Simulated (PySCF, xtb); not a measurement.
TaOCl₃, SMILES [O]=[Ta]([Cl])([Cl])[Cl], multiplicity 1.

Harmonic wavenumbers (cm⁻¹) from GFN2-xTB run with xtb 6.7.1 at its own minimum, in rising order: 100, 100, 107, 137, 137, 314, 339, 339, 827.

Task: What does PySCF 2.14.0 with PBE-D3(BJ)/def2-SVP give at its own minimum? (Estimate from the structure and the level; the computed values follow.)

Result: 98, 98, 113, 211, 211, 384, 406, 406, 980. Paired by order, the mean absolute difference is 57 cm⁻¹ and the zero-point energies are 3.4 and 4.2 kcal/mol.
